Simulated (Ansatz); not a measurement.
A CCSD(T) single point on CH7BOSSi, SMILES `BO[SiH2]SC`.

```yaml
crystal:
  periodic: [false, false, false]
  atoms:
    - {symbol: B, position_ang: [0.384828, 1.701875, 1.302737]}
    - {symbol: O, position_ang: [-0.681081, 0.881794, 1.225006]}
    - {symbol: Si, position_ang: [-1.402305, 0.166837, -0.088591]}
    - {symbol: S, position_ang: [-0.797465, -1.838381, -0.331322]}
    - {symbol: C, position_ang: [0.929988, -1.569412, -0.829227]}
    - {symbol: H, position_ang: [0.954508, 2.047030, 0.298628]}
    - {symbol: H, position_ang: [0.741326, 2.065749, 2.387522]}
    - {symbol: H, position_ang: [-2.859093, 0.143411, 0.158916]}
    - {symbol: H, position_ang: [-1.033039, 0.960616, -1.288898]}
    - {symbol: H, position_ang: [1.326894, -2.540718, -1.121841]}
    - {symbol: H, position_ang: [1.521105, -1.183473, 0.000761]}
    - {symbol: H, position_ang: [0.991233, -0.890526, -1.679591]}
basis:
  gaussian: {orbitals: def2-TZVPP}
correlation: {method: ccsd_t}
```

```sh
$ ansatz run in.yaml --threads 4 --pin off --events-out ev --progress --plain --max-ram 10444MiB
```

Log, shortened:

```
Functional definition: HF
1600 factors; integrals over basis functions are off by at most 9.9e-4 eV
mean field evaluation 1: about -22531.0432 eV, gradient 3.9e1 eV
mean field evaluation 2: about -22531.3537 eV, gradient 3.9e1 eV
mean field evaluation 4: about -22534.9058 eV, gradient 4.5e0 eV
mean field evaluation 8: about -22534.9800 eV, gradient 2.8e-1 eV
mean field -22534.98045333 eV, -828.1452569017 hartree, gradient 4.1e-6 eV, S^2 0.000000; 0 other end points of the search recorded, 0 dependent functions left out
13 core orbitals not correlated: weight in the atoms' cores, before any rotation towards them, 1.000 or more for the frozen orbitals, at most 0.000 for the correlated occupied ones
reference -22534.98045333 eV, -828.1452569017 hartree; 15, 15 occupied and 247, 247 virtual orbitals, 1600 factors
second order -22.05469853 eV of doubles, -0.00000000 eV of singles
cycle   1  -22.86529489 eV  change   -8.1e-1 eV  update   1.1e-1
cycle   2  -23.46418651 eV  change   -6.0e-1 eV  update   3.1e-2
cycle   3  -23.59120444 eV  change   -1.3e-1 eV  update   1.7e-2
cycle   4  -23.57962186 eV  change    1.2e-2 eV  update   4.2e-3
cycle   5  -23.57862914 eV  change    9.9e-4 eV  update   2.0e-3
cycle   6  -23.57901017 eV  change   -3.8e-4 eV  update   6.2e-4
cycle   7  -23.57874908 eV  change    2.6e-4 eV  update   2.2e-4
cycle   8  -23.57876167 eV  change   -1.3e-5 eV  update   6.8e-5
cycle   9  -23.57879384 eV  change   -3.2e-5 eV  update   2.4e-5
perturbative correction -0.93413761 eV, -0.0343289241 hartree
Total energy: -22559.49338479 eV, -829.0460905171 hartree
```

Run time 5.4 min (4 threads of an Arm Neoverse N1 on a shared host); peak host memory 7.2 GiB.

The correlation energy is -24.513 eV, 3.8 % of it from (T); the T1 diagnostic reads 0.0124.
